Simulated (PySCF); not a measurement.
C₇H₈FN (charge +1 and doublet state).
Cartesian coordinates in Å at the GFN2-xTB level; atoms count from 1:
```
atom  x, y, z in Å
C1     2.6321   -0.3998    0.2526
C2     1.1969   -0.1414    0.1008
C3     0.6803    1.0949   -0.3352
C4    -0.6648    1.3016   -0.4652
C5    -1.5942    0.2617   -0.1602
N6    -2.9010    0.4627   -0.2888
C7    -1.0955   -0.9895    0.2812
C8     0.2548   -1.1646    0.3998
F9     0.7280   -2.3351    0.8088
H10    3.2378    0.4526   -0.0390
H11    2.9232   -1.2830   -0.3258
H12    2.8588   -0.6752    1.2886
H13    1.3721    1.8901   -0.5682
H14   -1.0415    2.2558   -0.8005
H15   -3.2639    1.3501   -0.6079
H16   -3.5628   -0.2697   -0.0721
H17   -1.7675   -1.7991    0.5213
```

The hyperfine couplings belong to this conformer and change with its torsions.

As a line formula: `Cc1ccc([NH2+])cc1F` [radical] (charge +1).

Method used: UKS B3LYP, pcH-1 on C F H N, non-relativistic, mean-field spin-orbit, GIAO (PySCF 2.14.0). The structure is a single GFN2-xTB conformer in the gas phase; no vibrational or solvent corrections. The geometry wasn't refined by DFT: couplings that depend on bond lengths, twists or pyramidal angles can differ widely from those at the functional's own minimum, by a factor of two or more for some ions and for spin on atoms past the first row. No stability test was run, so a lower SCF solution isn't excluded.

(1) Break the g tensor into its mass correction, gauge correction and orbital-Zeeman/spin–orbit terms.

(2) What effective moment and Curie constant follow for a powder?

(3) At 33.886 GHz, how far is the centre of the isotropic spectrum from where a free electron (g = 2.002319) resonates?

(4) How much does each term add to the isotropic shift?

(5) In a frozen sample, at which fields do the three g values resonate at 9.5, 34, 94 and 263 GHz (hyperfine left aside), and which band first spreads them over more than twice a line width of 1.0 mT?

Results:

(1) 
```json
{"Δg (ppm)": "relativistic mass correction", "1": "-174", "2": "-174", "3": "-174"}
{"Δg (ppm)": "gauge correction", "1": "0", "2": "43", "3": "27"}
{"Δg (ppm)": "orbital Zeeman/spin–orbit", "1": "-26", "2": "349", "3": "1359"}
{"Δg (ppm)": "total", "1": "-200", "2": "218", "3": "1211"}
```

So g = 2.00212, 2.00254, 2.00353 and g_iso = 2.00273; the tensor is rhombic: the two nearest values differ by 30 % of g3 − g1. Axes: g2 points within 4° of the C1–C2 bond.

(2) With the mean of g² = 4.0109 and S(S+1) = 0.75: μ_eff = √(⟨g²⟩S(S+1)) = 1.734 μB and χT = 0.12505·⟨g²⟩·S(S+1) = 0.376 cm³ K/mol (cgs; spin-Hamiltonian part alone).

(3) B = hν/(g μB) with μB/h = 13.99624 MHz/mT gives 1209.14 mT for the free electron and 1208.89 mT at g_iso, 0.25 mT lower.

(4) The orbital-Zeeman/spin–orbit term 561, the mass correction -174 and the gauge correction 23 ppm, for a total of 410 ppm. The orbital-Zeeman/spin–orbit term is the largest in size. The mass correction is the same along every axis, so the anisotropy comes from the other two: their spans along these axes are 43 (gauge) and 1385 ppm (orbital Zeeman/spin–orbit).

(5) 
| band | GHz | B(g3) mT | B(g2) mT | B(g1) mT | spread mT |
| --- | --- | --- | --- | --- | --- |
| X | 9.5 | 338.78 | 338.95 | 339.02 | 0.24 |
| Q | 34.0 | 1212.47 | 1213.07 | 1213.33 | 0.85 |
| W | 94.0 | 3352.13 | 3353.79 | 3354.49 | 2.36 |
| J | 263.0 | 9378.82 | 9383.47 | 9385.43 | 6.61 |

The spread grows in proportion to the frequency. W band is the first where it exceeds 2.0 mT.

The Mulliken spin populations are largest on C2 (+0.40), N6 (+0.31), C4 (+0.23) and C3 (-0.11). Three atoms exceed +0.15.

The HOMO–LUMO gaps are 5.84 eV among the α and 2.87 eV among the β orbitals.
